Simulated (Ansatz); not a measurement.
Stepwise reaction of `[F][Ga]([F])[Cl]` with hydrogen, as a gas-phase model of exchange steps in deposition or etching. ΔE in kJ/mol; ΔG adds harmonic PBE0-D4 terms to CCSD(T)/CBS, at 1 bar.

Calculated with Ansatz (gas phase, PBE0-D4/def2-TZVP geometries, no zero-point term in ΔE). CBS: MP2 limit from def2 TZ/QZ plus the TZ coupled-cluster correction, frozen cores. This one scheme is used for every species. DFT in def2-TZVPP. B3LYP here is the variant with VWN-RPA as its local correlation; programs differ in this. For Ga outer-core shells are correlated without core-valence functions, which leaves a few kJ/mol of doubt a bond. Scalar relativity is left out up to krypton.

| step | reaction | PBE-D4 | B3LYP-D4 | ωB97M-V | CCSD(T)/CBS | ΔG(600 K) |
| --- | --- | --- | --- | --- | --- | --- |
| 1 | `[F][Ga]([F])[Cl]` + H₂ → `[F][GaH][Cl]` + H–F | 40.2 | 43.3 | 41.6 | 38.9 | 33.0 |
| 2 | `[F][GaH][Cl]` + H₂ → `[Cl][GaH2]` + H–F | 70.0 | 72.7 | 70.2 | 66.8 | 68.0 |

Problem. By hand: ΔE of the 2 steps together at CCSD(T)/CBS.

Solution. (38.9) + (66.8) = 105.7 kJ/mol, or 52.8 kJ/mol a step.

In ΔE each step is higher than the one before. All are uphill at CCSD(T)/CBS. ΔG lies between 33.0 and 68.0 kJ/mol a step. PBE-D4 differs from CCSD(T)/CBS by 1.3 to 3.2 kJ/mol a step. Isolated molecules leave out the surface, adducts and barriers. Largest T1 diagnostic: 0.014.
